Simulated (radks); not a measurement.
All-electron atom: neutral iridium in [Xe] 4f14 5d7 6s2 (the NIST ground configuration). Calculated with a radial shooting solver on a logarithmic mesh with Libxc functionals: Dirac Kohn-Sham, B86b exchange with PBE correlation, spin-unpolarised, spherical densities, finite nucleus; open shells fill j = l - 1/2 first; Fermi nuclear charge, rms radius 5.4032 fm. Some entries of the table are withheld. Estimate them.

orbital  occ.  eigenvalue (hartree)  <r^2> (bohr^2)  <1/r> (bohr^-1)
1s1/2       2             -2792.542       0.0004197            92.14
2s1/2       2             -488.1585        0.006361            22.56
2p1/2       2                   (1)        0.004516            22.53
2p3/2       4                   (2)        0.005709            18.59
3s1/2       2             -114.1609         0.04139            8.283
3p1/2       2             -104.9843         0.03783            8.198
3p3/2       4             -91.88653         0.04431            7.176
3d3/2       4                   (3)         0.03413              (4)
3d5/2       6                   (5)         0.03590              (6)
4s1/2       2             -24.34528          0.2024            3.494
4p1/2       2             -20.46734          0.2074            3.385
4p3/2       4             -17.37032          0.2411            3.030
4d3/2       4             -11.00311          0.2578            2.822
4d5/2       6             -10.42821          0.2701            2.739
5s1/2       2              -3.58130           1.076            1.391
5p1/2       2              -2.36405           1.285            1.263
4f5/2       6              -2.33278          0.3461            2.333
4f7/2       8              -2.21817          0.3565            2.300
5p3/2       4              -1.86581           1.539            1.134
5d3/2       4              -0.28564           3.402           0.7900
5d5/2       3              -0.24102           3.759           0.7546
6s1/2       2              -0.23203           9.682              (7)

Answer. 
(1) 2p1/2 eigenvalue (hartree): -467.7418
(2) 2p3/2 eigenvalue (hartree): -407.9235
(3) 3d3/2 eigenvalue (hartree): -76.51813
(4) 3d3/2 <1/r> (bohr^-1): 7.072
(5) 3d5/2 eigenvalue (hartree): -73.68776
(6) 3d5/2 <1/r> (bohr^-1): 6.835
(7) 6s1/2 <1/r> (bohr^-1): 0.4390
